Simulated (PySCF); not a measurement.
PySCF input for CHO2, SMILES [O][C]O (connectivity only; charge and spin as stated), neutral, multiplicity 2, PBE/pcH-1. Geometry: B3LYP-D3(BJ)/def2-TZVP. Other conformers were not sampled.

```python
import numpy as np
from pyscf import gto, scf, dft
from pyscf.prop.hfc import uks as hfc
from pyscf.prop.gtensor import uks as gtensor

mol = gto.M(
    atom='''
    C    -0.38711651    0.13278791    0.00000000
    O     0.13672103    1.18602246    0.00000000
    O     0.21201950   -1.06629010    0.00000000
    H    -0.46722524   -1.75458631    0.00000000
    ''',
    basis='pcH-1',
    charge=0,
    spin=1,
    max_memory=1600,
    verbose=3,
)
mf = dft.UKS(mol, xc='pbe')
mf.grids.level = 3
mf.conv_tol = 1e-10
mf.max_cycle = 100
mf.kernel()
fine, coarse = mf.grids, dft.Grids(mol).set(level=1).build(with_non0tab=True)
for _ in range(3):  # follow internal instabilities
    mf.grids = coarse
    mo, _, stable, _ = mf.stability(return_status=True, nroots=4)
    mf.grids = fine
    if stable:
        break
    mf.kernel(mf.make_rdm1(mo, mf.mo_occ))
A = hfc.HFC(mf).make_fcdip(mf.make_rdm1())  # Fermi contact and dipolar terms, MHz
print('atom   A(iso)/MHz   principal dipolar parts/MHz')
for i, a in enumerate(A):
    w = np.linalg.eigvalsh((a + a.T) / 2)
    print(f'{mol.atom_symbol(i):2s}{i + 1:3d} {w.mean():12.2f}', (w - w.mean()).round(2))
gt = gtensor.GTensor(mf)
gt.dia_soc2e, gt.para_soc2e, gt.so_eff_charge = None, None, True
gt.max_cycle_cphf = 60
g = gt.kernel()
```

It prints:

```

WARN: HOMO -0.197829238140866 >= LUMO -0.197829238140912

converged SCF energy = -188.917226968325  <S^2> = 0.75174678  2S+1 = 2.001746
<class 'pyscf.dft.uks.UKS'> wavefunction is stable in the internal stability analysis
atom   A(iso)/MHz   principal dipolar parts/MHz
C   1       529.65 [-43.61 -37.89  81.51]
O   2       -38.73 [-97.22  44.31  52.91]
O   3       -53.73 [-63.07  29.24  33.83]
H   4        -2.95 [-19.69  -9.61  29.31]
SOC(1e)/OZ [-0.00040732 -0.00523972  0.0014348 ]
free electron g 2.00231930436182
g-tensor total [2.00175138 1.99693068 2.00353341]
g-shift (ppt) [-0.56792692 -5.38862732  1.21410961]
```

Self-consistency was reached.
